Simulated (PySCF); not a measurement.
**Calculated NMR data**

In vacuum, single conformer, averaged over atoms made equivalent by symmetry, fast rotation or ring inversion, no relativistic terms. GFN2-xTB geometry; shieldings: GIAO PBE0/pcSseg-1; PySCF 2.14.

Chemical shifts δ = σref − σ; TMS for 1H and 13C, all at this level. Splittings of carbon signals by F and P are missing where no couplings were computed. Where no couplings were computed, multiplicities follow the n + 1 count of equivalent neighbours, and m marks all less simple cases (inequivalent or close neighbours, rings, F or P nearby). Shifts are as computed. Against solution values, carbons near 30 ppm lie about +3 ppm off and those near 130 ppm about +5 ppm. Of 1211 compounds with measured shifts, 218 miss one by over three times the rms of a fit or turn the order of signals round; such compounds aren't used in these exercises.

**1.** SMILES CC(C)(C)[Si@@H]([SiH3])[SiH2]P, C4H17PSi3. 1H NMR (600 MHz, computed): δ 4.31 (m, 1H), 3.93 (m, 1H), 3.92 (m, 1H), 3.45 (d, 3H), 1.29 (m, 2H), 1.14 (s, 9H). 13C{1H} NMR (computed): δ 32.1 (CH3), 24.1 (C).

**2.** `CC(C)OC(C)C`, C6H14O. 1H NMR (600 MHz, computed): δ 3.52 (sept, 2H), 1.12 (d, 12H). 13C{1H} NMR (computed): δ 71.9, 24.5.
